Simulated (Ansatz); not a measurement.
InO3H3. Total charge 0; singlet. Geometry PBE0-D4/def2-SVP.

```xyz
7

In    0.978    0.897    1.201
O    -0.411    0.790   -0.534
O     0.980   -1.290   -0.081
O    -1.467    0.541    0.430
H     0.315   -0.714   -0.561
H     1.662   -1.513   -0.724
H    -2.057    1.290    0.268
```

In the def2 sets In takes a core potential; there is no spin–orbit coupling. The structure holds 1 bond(s) between oxygen atoms. Another isomer (singlet) lies 2.42 eV lower at PBE0-D4/def2-TZVP; other spin states weren't run for this one.

**Question.** Estimate the orbital energies around the gap (eV) in Ansatz with PBE-D4/def2-TZVP, r2SCAN-D4/def2-TZVP, B97M-V/def2-TZVP, r2SCANh-D4/def2-TZVP, PBE0-D4/def2-TZVP.

**Answer.** 
```
orbital  PBE-D4/def2-TZVP  r2SCAN-D4/def2-TZVP  B97M-V/def2-TZVP  r2SCANh-D4/def2-TZVP  PBE0-D4/def2-TZVP
 HOMO−9            -17.78               -18.47            -18.72                -19.44             -20.40
 HOMO−8            -13.28               -13.79            -13.86                -14.47             -15.16
 HOMO−7            -12.11               -12.57            -12.60                -13.20             -13.85
 HOMO−6            -10.28               -10.64            -10.56                -11.24             -11.92
 HOMO−5             -9.94               -10.40            -10.47                -11.07             -11.75
 HOMO−4             -9.12                -9.57             -9.62                -10.22             -10.91
 HOMO−3             -7.97                -8.39             -8.43                 -9.05              -9.74
 HOMO−2             -6.40                -6.69             -6.54                 -7.15              -7.67
 HOMO−1             -5.69                -6.02             -6.04                 -6.61              -7.24
   HOMO             -5.01                -5.31             -5.32                 -5.87              -6.46
   LUMO             -1.86                -1.66             -1.86                 -1.43              -1.22
 LUMO+1             -1.36                -1.06             -1.34                 -0.85              -0.74
 LUMO+2             -0.43                 0.14             -0.32                  0.39               0.24
 LUMO+3              0.00                 0.51              0.60                  1.02               1.40
 LUMO+4              0.88                 1.74              1.15                  1.97               1.69
 LUMO+5              1.26                 2.11              1.72                  2.43               2.34
```
